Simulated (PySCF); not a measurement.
# Fractional electron number in Co⁺ (cobalt, charge +1)

The 3d beta orbital of [Ar] 3d8 is emptied in steps (occupation f), with all orbitals relaxed, ending at [Ar] 3d7. Calculation: PySCF 2.14, in def2-SVP; the non-relativistic Hamiltonian (point nucleus). The exact energy is a straight line in f; departures are measured from the line between the end points of the same method.

```tsv
f	BHandHLYP (eV)	wB97X (eV)	r2SCAN0 (eV)
1	0.000	0.000	0.000
0.8	-0.387	-0.403	-0.735
0.6	-0.587	-0.606	-1.100
0.4	-0.595	-0.608	-1.097
0.2	-0.402	-0.405	-0.728
0	0.000	0.000	0.000
```

```tsv
method	E(f=0) − E(f=1) (eV)	−ε at f=1 (eV)	−ε at f=0.4 (eV)
BHandHLYP	16.473	14.086	16.928
wB97X	16.971	14.461	17.472
r2SCAN0	16.688	12.088	17.621
```

Orbital energy along the path (eV):

```
  f  BHandHLYP    wB97X  r2SCAN0
  1    -14.086  -14.461  -12.088
0.8    -14.999  -15.453  -13.939
0.6    -15.947  -16.458  -15.785
0.4    -16.928  -17.472  -17.621
0.2    -17.950  -18.492  -19.437
  0    -19.030  -19.482  -21.209
```

Reference removal energy between the ground levels: 17.084 eV (measured; NIST Atomic Spectra Database, ionization energies). The calculation has no spin-orbit coupling. The determinant left behind need not be the lowest term of the ion.
